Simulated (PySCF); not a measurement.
W(O)2(NH2)2 (H4N2O2W), SMILES [NH2][W]([NH2])(=[O])=[O], multiplicity 1.

The structure is a stationary point at r2SCAN-D4/def2-SVP. The spin state was assumed, not searched. The structure was generated by enumeration; whether it is a known compound was not checked. The def2 effective core potentials stand for the cores of W; spin–orbit coupling is left out. The values are those of a single conformer.

Computed with PBE/def2-TZVP (PySCF).

Symmetry labels are those of the subgroup C2v that the program uses (full group C2v).

Computed valence orbital energies around the gap with their symmetry:
```csv
orbital,symmetry,energy (eV)
HOMO−7,A1,-9.45
HOMO−6,B2,-9.19
HOMO−5,A2,-8.79
HOMO−4,A1,-8.77
HOMO−3,B1,-7.90
HOMO−2,A1,-7.18
HOMO−1,B2,-6.91
HOMO,B1,-6.41
LUMO,A2,-2.16
LUMO+1,A1,-1.66
LUMO+2,A1,-0.83
LUMO+3,B1,-0.77
```
